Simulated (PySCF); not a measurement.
A GIAO shielding run with PySCF 2.14 (density fitting, scalar relativity only through the core potential, gas phase) on `[Cl][Y]([Cl])[Cl]`, Cl3Y:

```
{"job": {"kind": "nmr", "xc": "PBE0", "basis": {"default": "pcSseg-1", "Y": "def2-TZVP"}}, "charge": 0, "multiplicity": 1}
Y      0.018738    -0.000200     0.078604
Cl     2.435848     0.001273     0.409755
Cl    -1.227695     2.056317    -0.244366
Cl    -1.226901    -2.057379    -0.243993
```

Hardware: 1 thread of an x86-64 server CPU, shared host. The job also computes population analyses, field gradients.

(1) How large is the calculation?

(2) How long does it take?

(3) And these other runs on the same molecule and hardware: GIAO shielding at wB97X-D/pcSseg-1 (def2-TZVP on Y)?

## Answers

(1) 62 electrons, 112 basis functions and 702 auxiliary functions.

(2) 5.2 s of wall time, with 12 SCF cycles and 4 response iterations. Times on a shared host scatter by some tens of per cent.

(3) wB97X-D/pcSseg-1 (def2-TZVP on Y): 112 functions, 7.1 s.
